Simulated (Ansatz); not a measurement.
A nudged elastic band was laid between two geometries of CH7ClSSi2 (12 atoms, charge 0, multiplicity 1).

The calculation used Ansatz, RKS r2SCAN-D4/def2-SVP.

```
movable images  : 5
climbing image  : yes
spring          : 5.0 eV/Å²
optimiser       : quadratic models (default)
start path      : IDPP
force threshold : 0.03 eV/Å
iteration limit : 57
end points      : relaxed
```

First end point:

```xyz
12
Properties=species:S:1:pos:R:3
S -1.907 1.909 1.905
Si -0.830 0.090 1.445
Si 0.066 0.280 -0.720
C 1.105 -1.235 -1.201
Cl 1.784 -1.017 -2.862
H -0.851 2.724 1.679
H 0.234 -0.207 2.456
H -1.861 -0.986 1.523
H 0.935 1.495 -0.766
H -1.050 0.440 -1.698
H 0.502 -2.157 -1.211
H 1.952 -1.391 -0.516
```

Last end point:

```xyz
12
Properties=species:S:1:pos:R:3
S -1.725 1.989 1.996
Si -0.739 0.131 1.493
Si 0.324 0.389 -0.589
C 1.160 -1.213 -1.175
Cl 1.934 -0.950 -2.787
H -2.466 2.031 0.865
H 0.246 -0.080 2.595
H -1.686 -1.028 1.483
H 1.350 1.468 -0.485
H -0.707 0.788 -1.595
H 0.438 -2.037 -1.286
H 1.948 -1.542 -0.481
```

Problem. Which bonds break or form, and what moves?

Solution. No bond is made or broken. The dihedral H6–S1–Si2–Si3 goes from -56 to 56°. The two ends are copies of one structure, up to a mirror image or an exchange of like atoms.

Problem. What energy profile does the band end with?

Solution. It converged. The highest image is number 3 of 0 to 6, 0.046 eV above the ends, which have the same energy within 2 meV. A vibrational analysis at the climbing image gives one clearly imaginary mode, 186i cm⁻¹: a first-order saddle point.

| image | path coordinate (Å) | energy (eV) | dihedral H6–S1–Si2–Si3 (°) |
| --- | --- | --- | --- |
| 0 | 0.00 | 0.000 | -56 |
| 1 | 0.41 | 0.006 | -46 |
| 2 | 0.81 | 0.028 | -26 |
| 3 | 1.22 | 0.046 | 0 |
| 4 | 1.62 | 0.028 | 26 |
| 5 | 2.03 | 0.006 | 46 |
| 6 | 2.44 | 0.000 | 56 |

Problem. What is the geometry of the highest image?

Solution. 
```xyz
12
Properties=species:S:1:pos:R:3:forces:R:3
S -1.829 1.880 2.061 0.01 0.00 -0.02
Si -0.812 0.053 1.486 -0.01 0.02 0.01
Si 0.195 0.362 -0.614 0.01 -0.02 0.00
C 1.101 -1.214 -1.163 0.00 0.01 0.00
Cl 1.869 -0.961 -2.778 -0.01 0.01 0.01
H -1.496 2.566 0.945 0.00 -0.01 0.02
H 0.215 -0.300 2.514 0.00 0.00 0.00
H -1.789 -1.078 1.439 0.00 0.00 0.00
H 1.170 1.491 -0.528 0.00 0.00 0.00
H -0.858 0.705 -1.616 0.00 0.00 0.00
H 0.413 -2.068 -1.254 0.00 0.00 0.00
H 1.898 -1.492 -0.457 0.00 0.00 0.00
```

Problem. What are the harmonic wavenumbers there?

Solution. 186i, 37, 57, 73, 152, 192, 349, 439, 482, 511, 619, 636, 688, 701, 746, 768, 821, 847, 924, 952, 1118, 1184, 1409, 2203, 2204, 2221, 2230, 2692, 3072, 3148 cm⁻¹.

The run took 3.8 min on 2 threads of Arm Neoverse V1, on a shared host, peak memory 0.19 GiB.
